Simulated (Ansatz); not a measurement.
The cluster PbI2⁺: single points at one geometry.

```yaml
crystal:
  periodic: [false, false, false]
  atoms:
    - {symbol: Pb, position_ang: [0.106178, 0.544303, 1.061650]}
    - {symbol: I, position_ang: [-2.054293, -0.948106, 0.015895]}
    - {symbol: I, position_ang: [1.948105, 0.403803, -1.077555]}
basis:
  gaussian: {orbitals: def2-TZVP, initial_orbitals: start.molden}
total_charge: 1
magnetization: {spin_polarized: true, initial_magnetization: 1}
hamiltonian: {xc: r2scan, dispersion: d4}
scf: {omitted_lower_state_checks: [starts]}
output: {orbitals: {seedname: orbitals}}
```

The file start.molden holds the orbitals of an earlier run on this structure, at another level or in another basis.

```sh
$ ansatz run in.yaml --threads 4 --pin off --events-out ev --progress --plain --max-ram 3916MiB
```

Shortened log:

```
Functional definition: r2SCAN
1116 factors; their error is unknown
mean field evaluation 1: about -21453.8355 eV, gradient 4.3e0 eV
mean field evaluation 2: about -21453.8753 eV, gradient 6.4e-2 eV
mean field evaluation 4: about -21453.8595 eV, gradient 9.2e-4 eV
mean field evaluation 8: about -21453.8595 eV, gradient 3.1e-5 eV
mean field evaluation 16: about -21453.8595 eV, gradient 4.8e-6 eV
mean field -21453.85949872 eV, -788.4147946298 hartree, gradient 4.8e-6 eV, S^2 0.757663; 0 other end points of the search recorded, 0 dependent functions left out
reference -21453.85951371 eV, -788.4147951805 hartree; 36, 35 occupied and 114, 115 virtual orbitals, 1116 factors
Total energy: -21453.88326490 eV, -788.4156680207 hartree
Checks for a lower state left out: starts
```

It took 7.5 s on 4 threads of Arm Neoverse V1 on a shared host.

The first input with `hamiltonian: {xc: pbe, dispersion: d4}` (abridged; 3.3 s):

```
Functional definition: PBE
mean field evaluation 16: about -21445.5109 eV, gradient 2.8e-6 eV
mean field -21445.51093052 eV, -788.1079904072 hartree, gradient 2.8e-6 eV, S^2 0.753572
Total energy: -21445.64011930 eV, -788.1127380073 hartree
Checks for a lower state left out: starts
```

As the first input, with `hamiltonian: {xc: pbe0, dispersion: d4}` (abridged; 11 s):

```
Functional definition: PBE0
mean field -21445.68354128 eV, -788.1143337356 hartree, gradient 6.3e-6 eV, S^2 0.761078
Total energy: -21445.79672191 eV, -788.1184930472 hartree
Checks for a lower state left out: starts
```

Geometry: PBE0-D4/def2-SVP, that of the neutral singlet.

In the def2 sets I, Pb take a core potential; there is no spin–orbit coupling. At PBE-D4/def2-TZVP the gap within one spin of the charge 1 doublet nearly closes, so an electron or hole may be smeared out by delocalisation error. The structure comes from a short search, and lower isomers may exist.
